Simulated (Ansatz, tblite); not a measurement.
Isomers of Cs4F3 (doublet), found by a short tight-binding search and relaxed with PBE-D4/def2-SVP in Ansatz.

In the def2 sets Cs takes a core potential; there is no spin–orbit coupling. The xTB rows come from tblite. HSE06 is defined as in plane-wave codes, on full-range PBE exchange. Correlated methods freeze 3 core orbitals; core or outer-core shells of Cs are correlated, in sets that lack core-valence functions.

Other spin states weren't relaxed.

A:

```xyz
7

Cs    0.8721    1.3444    1.8954
Cs   -2.7631   -1.1228    3.4855
Cs   -1.5674   -1.6490   -0.9989
Cs    2.2166    0.9262   -2.8251
F     2.1883    1.7122   -0.3237
F     0.1912   -0.7355   -2.6873
F    -1.1378   -0.4754    1.4541
```

B:

```xyz
7

Cs   -2.375    1.559   -0.187
Cs   -0.469   -2.145    0.259
Cs    1.517    0.448   -2.362
Cs    1.514    0.987    2.188
F     1.895   -0.715    0.081
F    -1.043    0.140    1.729
F    -1.039   -0.273   -1.708
```

Q: Estimate which lies lowest at each level, and how far above it the others are (eV).

A: 
```json
{"level": "GFN1-xTB", "A": "0.60", "B": "0.00"}
{"level": "GFN2-xTB", "A": "0.00", "B": "0.07"}
{"level": "HF/def2-SVP", "A": "0.57", "B": "0.00"}
{"level": "HF/def2-TZVP", "A": "0.38", "B": "0.00"}
{"level": "PBE-D4/def2-SVP", "A": "0.70", "B": "0.00"}
{"level": "PBE-D4/def2-TZVP", "A": "0.50", "B": "0.00"}
{"level": "BLYP-D4/def2-TZVP", "A": "0.45", "B": "0.00"}
{"level": "r2SCAN-D4/def2-TZVP", "A": "0.56", "B": "0.00"}
{"level": "PBE0-D4/def2-SVP", "A": "0.69", "B": "0.00"}
{"level": "PBE0-D4/def2-TZVP", "A": "0.50", "B": "0.00"}
{"level": "HSE06-D4/def2-TZVP", "A": "0.50", "B": "0.00"}
{"level": "ωB97X-V/def2-TZVP", "A": "0.57", "B": "0.00"}
{"level": "MP2/def2-SVP", "A": "0.75", "B": "0.00"}
{"level": "MP2/def2-TZVP", "A": "0.50", "B": "0.00"}
{"level": "CCSD/def2-SVP", "A": "0.75", "B": "0.00"}
{"level": "CCSD(T)/def2-SVP", "A": "0.77", "B": "0.00"}
```
Point groups (tolerance 0.1 Å): A C2v, B C3v. Lower isomers may exist. From def2-SVP to def2-TZVP the PBE0 values move by up to 0.19 eV, so results in the small set are rough.
